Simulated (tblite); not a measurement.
Species: C₂H₁₄OSi₄.
SMILES with atom numbers: `[CH3:1][O:2][CH2:3][Si@@H:4]([SiH3:5])[SiH2:6][SiH3:7]` (hydrogens: H8, H9, H10 on C1; H11, H12 on C3; H13 on Si4; H14, H15, H16 on Si5; H17, H18 on Si6; H19, H20, H21 on Si7)

The geometry is computed with GFN2-xTB (gas phase).

(1) What internal coordinates does the optimisation give?

Results:

(1) 
| bond | length (pm) | order |
| --- | --- | --- |
| C1–O2 | 140.2 | single |
| O2–C3 | 141.8 | single |
| C3–Si4 | 191.9 | single |
| Si4–Si5 | 232.2 | single |
| Si4–Si6 | 232.9 | single |
| Si6–Si7 | 231.3 | single |
| C1–H8, C1–H9, C1–H10 | 109.4 | single |
| C3–H11 | 109.8 | single |
| C3–H12 | 109.8 | single |
| Si4–H13 | 148.2 | single |
| Si5–H14, Si5–H15, Si5–H16 | 146.7 | single |
| Si6–H17 | 147.6 | single |
| Si6–H18 | 147.6 | single |
| Si7–H19 | 147.1 | single |
| Si7–H20, Si7–H21 | 146.4 | single |

Bonds in one row agree within 1 pm and their mean is given. Orders are formal, as drawn. A selection of angles:
| angle | degrees |
| --- | --- |
| O2–C1–H8 | 111.0 |
| O2–C1–H10 | 107.1 |
| H8–C1–H9 | 108.7 |
| C1–O2–C3 | 113.8 |
| O2–C3–Si4 | 103.6 |
| O2–C3–H11 | 109.9 |
| O2–C3–H12 | 110.1 |
| Si4–C3–H11 | 112.9 |
| Si4–C3–H12 | 113.4 |
| H11–C3–H12 | 106.8 |
| C3–Si4–Si5 | 107.0 |
| C3–Si4–Si6 | 102.6 |
| C3–Si4–H13 | 103.1 |
| Si5–Si4–Si6 | 119.0 |
| Si5–Si4–H13 | 109.2 |
| Si6–Si4–H13 | 114.2 |
| Si4–Si5–H14 | 115.2 |
| Si4–Si5–H15 | 110.4 |
| Si4–Si5–H16 | 112.4 |
| H14–Si5–H15 | 106.2 |
| Si4–Si6–Si7 | 114.5 |
| Si4–Si6–H17 | 107.5 |
| Si4–Si6–H18 | 109.9 |
| Si7–Si6–H17 | 111.2 |
| Si7–Si6–H18 | 110.8 |
| H17–Si6–H18 | 102.2 |
| Si6–Si7–H19 | 112.1 |
| Si6–Si7–H20 | 113.1 |
| H19–Si7–H20 | 105.3 |
| H19–Si7–H21 | 104.4 |
| H20–Si7–H21 | 108.9 |

Torsions: C1–O2–C3–Si4 175° (antiperiplanar); O2–C3–Si4–Si5 -78° (synclinal); C3–Si4–Si6–Si7 -11° (synperiplanar).

Si6 (SiH2 silicon) is distorted tetrahedral (angles from 102.2° to 114.5°). Si4 (SiH silicon) is distorted tetrahedral (angles from 102.6° to 119.0°). Si7 (SiH3 silicon) is distorted tetrahedral (angles from 104.4° to 113.1°). Of the pairs four or more bonds apart, O2···Si7 is among the closest relative to their van der Waals radii: 2.96 Å, 82 % of the sum of Bondi's values. Si5 (SiH3 silicon) is distorted tetrahedral (angles from 105.5° to 115.2°).

Point group: C1 (no symmetry element, even within 0.4 Å). Its lowest GFN2-xTB frequency is 14 cm⁻¹, too small to tell a flat minimum from a shallow saddle. The numbers are those of one conformer.

On one thread, Arm Neoverse N1 (aarch64), no GPU, shared host with 64 logical CPUs at a one-minute load of 60, this took 4.6 s wall. This is the geometry optimisation.
